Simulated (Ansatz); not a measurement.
Relaxation of C2H6BFS (11 atoms, charge 0, multiplicity 1), to a largest force component of 0.02 eV/Å in at most 40 steps.

The calculation used RHF/6-31G (Ansatz).

```xyz
11
Properties=species:S:1:pos:R:3
B -0.795 1.368 0.041
C -0.221 0.094 0.678
C 0.883 -0.487 -0.185
F 1.632 -1.471 0.543
S 0.290 -1.212 -1.746
H -0.797 2.457 0.609
H -1.348 1.364 -1.021
H -0.981 -0.640 0.816
H 0.189 0.384 1.721
H 1.663 0.301 -0.389
H -0.450 -2.215 -1.049
```

Problem. Where does it end, and by what steps?

Solution. The forces met the threshold. Limits of this set-up: no polarisation functions. After 13 steps the energy has fallen by 0.599 eV; H6 moved furthest, 1.17 Å.

```json
{"step": "0", "energy less start (eV)": "0.0000", "largest force component (eV/Å)": "2.294", "accepted": "yes"}
{"step": "1", "energy less start (eV)": "-0.3400", "largest force component (eV/Å)": "0.927", "accepted": "yes"}
{"step": "2", "energy less start (eV)": "-0.4224", "largest force component (eV/Å)": "0.312", "accepted": "yes"}
{"step": "3", "energy less start (eV)": "-0.4365", "largest force component (eV/Å)": "0.129", "accepted": "yes"}
{"step": "4", "energy less start (eV)": "-0.4681", "largest force component (eV/Å)": "0.112", "accepted": "yes"}
{"step": "5", "energy less start (eV)": "-0.4889", "largest force component (eV/Å)": "0.418", "accepted": "yes"}
{"step": "6", "energy less start (eV)": "-0.5268", "largest force component (eV/Å)": "0.195", "accepted": "yes"}
{"step": "7", "energy less start (eV)": "-0.5555", "largest force component (eV/Å)": "0.165", "accepted": "yes"}
{"step": "8", "energy less start (eV)": "-0.5771", "largest force component (eV/Å)": "0.151", "accepted": "yes"}
{"step": "9", "energy less start (eV)": "-0.5798", "largest force component (eV/Å)": "0.532", "accepted": "yes"}
{"step": "10", "energy less start (eV)": "-0.5959", "largest force component (eV/Å)": "0.085", "accepted": "yes"}
{"step": "11", "energy less start (eV)": "-0.5979", "largest force component (eV/Å)": "0.031", "accepted": "yes"}
{"step": "12", "energy less start (eV)": "-0.5985", "largest force component (eV/Å)": "0.022", "accepted": "yes"}
{"step": "13", "energy less start (eV)": "-0.5986", "largest force component (eV/Å)": "0.008", "accepted": "yes"}
```

```xyz
11
Properties=species:S:1:pos:R:3
B -0.839 1.424 0.047
C -0.104 0.179 0.674
C 0.890 -0.518 -0.222
F 1.600 -1.475 0.542
S 0.125 -1.400 -1.683
H -1.806 1.863 0.575
H -0.413 1.974 -0.917
H -0.812 -0.542 1.074
H 0.440 0.552 1.547
H 1.617 0.152 -0.645
H -0.633 -2.267 -0.972
```

Whether the end is a true minimum wasn't checked by a vibrational analysis.

The run took 29 s on 1 thread of Arm Neoverse V1, with other jobs on the host, peak memory 0.12 GiB.
